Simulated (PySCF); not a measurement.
isocyanic acid (CHNO), singlet, geometry from GFN2-xTB; PySCF with CCSD(T)/def2-SV(P).

The PySCF input:
```python
from pyscf import gto, scf, cc

mol = gto.M(
    atom='''
N    -1.09019945    0.19550444    0.26322046
C     0.04813358   -0.04939770    0.01378604
O     1.14545157   -0.10550804   -0.33882666
H    -1.82101787   -0.22808056    0.78535375
''',
    basis='def2-sv(p)',
    verbose=4,
)

mf = scf.RHF(mol)
mf.kernel()

mycc = cc.CCSD(mf)
mycc.diis_space = 10
mycc.kernel()
et = mycc.ccsd_t()
print('E(CCSD(T)) = %.10f' % (mycc.e_tot + et))
mf.analyze()
```

The log (banner, timings and long lists left out):

```
PySCF version 2.14.0

[INPUT] verbose = 4
[INPUT] num. atoms = 4
[INPUT] num. electrons = 22
[INPUT] charge = 0
[INPUT] spin (= nelec alpha-beta = 2S) = 0
[INPUT] symmetry False subgroup None
[INPUT] Mole.unit = angstrom
[INPUT] Symbol           X                Y                Z      unit          X                Y                Z       unit  Magmom
[...]
nuclear repulsion = 59.9963110681216
number of shells = 20
number of NR pGTOs = 76
number of NR cGTOs = 44
basis = def2-sv(p)
ecp = {}

******** <class 'pyscf.scf.hf.RHF'> ********
method = RHF
initial guess = minao
damping factor = 0
level_shift factor = 0
DIIS = <class 'pyscf.scf.diis.CDIIS'>
diis_start_cycle = 1
diis_space = 8
diis_damp = 0
SCF conv_tol = 1e-09
SCF conv_tol_grad = None
SCF max_cycles = 50
direct_scf = True
direct_scf_tol = 1e-13
Set gradient conv threshold to 3.16228e-05
Initial guess from minao.
init E= -168.245749501542
[...]
cycle= 1 E= -167.541925579083  delta_E= 0.704  |g|= 0.628  |ddm|= 2.26
[...]
cycle= 2 E= -167.590857617964  delta_E= -0.0489  |g|= 0.43  |ddm|= 0.686
[...]
cycle= 3 E= -167.624328397697  delta_E= -0.0335  |g|= 0.0582  |ddm|= 0.311
[...]
cycle= 4 E= -167.625083119923  delta_E= -0.000755  |g|= 0.0224  |ddm|= 0.0564
[...]
cycle= 5 E= -167.625211239216  delta_E= -0.000128  |g|= 0.00559  |ddm|= 0.0229
[...]
cycle= 6 E= -167.625225233699  delta_E= -1.4e-05  |g|= 0.00206  |ddm|= 0.00743
[...]
cycle= 7 E= -167.625229864085  delta_E= -4.63e-06  |g|= 0.000915  |ddm|= 0.0053
[...]
cycle= 8 E= -167.625230972456  delta_E= -1.11e-06  |g|= 0.000308  |ddm|= 0.00293
[...]
cycle= 9 E= -167.625231107153  delta_E= -1.35e-07  |g|= 7.3e-05  |ddm|= 0.00118
[...]
cycle= 10 E= -167.625231110842  delta_E= -3.69e-09  |g|= 1.84e-05  |ddm|= 0.000182
[...]
cycle= 11 E= -167.625231111009  delta_E= -1.68e-10  |g|= 2.23e-06  |ddm|= 4.09e-05
[...]
Extra cycle  E= -167.625231111012  delta_E= -2.13e-12  |g|= 8.77e-07  |ddm|= 3.51e-06
converged SCF energy = -167.625231111012

******** <class 'pyscf.cc.ccsd.CCSD'> ********
CC2 = 0
CCSD nocc = 11, nmo = 44
max_cycle = 50
direct = 0
conv_tol = 1e-07
conv_tol_normt = 1e-05
diis_space = 10
diis_start_cycle = 0
diis_start_energy_diff = 1e+09
Init t2, MP2 energy = -168.091322752526  E_corr(MP2) -0.466091641514342
Init E_corr(CCSD) = -0.466091641514614
cycle = 1  E_corr(CCSD) = -0.451243738112119  dE = 0.0148479034  norm(t1,t2) = 0.0723179
cycle = 2  E_corr(CCSD) = -0.468856959503653  dE = -0.0176132214  norm(t1,t2) = 0.0255234
cycle = 3  E_corr(CCSD) = -0.467277111529029  dE = 0.00157984797  norm(t1,t2) = 0.0137656
cycle = 4  E_corr(CCSD) = -0.469275721511473  dE = -0.00199860998  norm(t1,t2) = 0.00467024
cycle = 5  E_corr(CCSD) = -0.469366170708232  dE = -9.04491968e-05  norm(t1,t2) = 0.000840023
cycle = 6  E_corr(CCSD) = -0.469306144075439  dE = 6.00266328e-05  norm(t1,t2) = 0.000353912
cycle = 7  E_corr(CCSD) = -0.469285239113912  dE = 2.09049615e-05  norm(t1,t2) = 9.14875e-05
cycle = 8  E_corr(CCSD) = -0.46929253061993  dE = -7.29150602e-06  norm(t1,t2) = 4.28472e-05
cycle = 9  E_corr(CCSD) = -0.469293024539784  dE = -4.93919854e-07  norm(t1,t2) = 1.37585e-05
cycle = 10  E_corr(CCSD) = -0.469292204226117  dE = 8.20313666e-07  norm(t1,t2) = 5.622e-06
cycle = 11  E_corr(CCSD) = -0.469292410113585  dE = -2.05887467e-07  norm(t1,t2) = 1.58893e-06
cycle = 12  E_corr(CCSD) = -0.469292469970507  dE = -5.98569228e-08  norm(t1,t2) = 4.56531e-07
CCSD converged
E(CCSD) = -168.0945235809821  E_corr = -0.4692924699705073
CCSD(T) correction = -0.0178332363634083
E(CCSD(T)) = -168.1123568173
**** SCF Summaries ****
Total Energy =                        -167.625231111011630
Nuclear Repulsion Energy =              59.996311068121628
One-electron Energy =                 -347.042899370117311
Two-electron Energy =                  119.421357190984068
Two-electron Coulomb Energy =          139.768418538058114
DFT Exchange-Correlation Energy =      -20.347061347074046
HOMO-LUMO gap [eV] =                    16.900157496825614
**** MO energy ****
[...]
 ** Mulliken pop on meta-lowdin orthogonal AOs  **
 ** Mulliken pop  **
 ** Mulliken atomic charges  **
charge of    0N =     -0.46645
charge of    1C =      0.62420
charge of    2O =     -0.42393
charge of    3H =      0.26617
Dipole moment(X, Y, Z, Debye): -2.08128, -1.11556,  1.43040
```
